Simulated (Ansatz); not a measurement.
Basis-set extrapolation for CH$_{8}$Si$_{3}$ (`C1[SiH2][SiH2][SiH2]1`) (PBE0-D4/def2-TZVP geometry, frozen core, the Gaussian-basis code of Ansatz). Multiplicity 1, RHF reference.

```json
{"": "HF", "def2-TZVPP": "-909.353855", "def2-QZVPP": "-909.382067"}
{"": "MP2 correlation", "def2-TZVPP": "-0.546265", "def2-QZVPP": "-0.584300"}
{"": "CCSD(T) correlation", "def2-TZVPP": "-0.637202", "def2-QZVPP": "not run"}
```

Energies in hartree. Use E(X) = E(∞) + A·exp(−7.88·√X) for Hartree–Fock and E(X) = E(∞) + B·X^(−2.97) for correlation, with X = 3 and 4, and add CCSD(T) minus MP2 of the smaller set to the MP2 limit.

What is the CCSD(T) energy at the basis-set limit?

HF limit: -909.382067 + (-0.028212) × 0.13774 = -909.38595. MP2 limit: -0.584300 + (-0.038035) × 0.74074 = -0.61247. Higher-order term: -0.637202 − (-0.546265) = -0.09094. Total: -910.08936 hartree, 258.1 kJ/mol below CCSD(T)/def2-TZVPP.
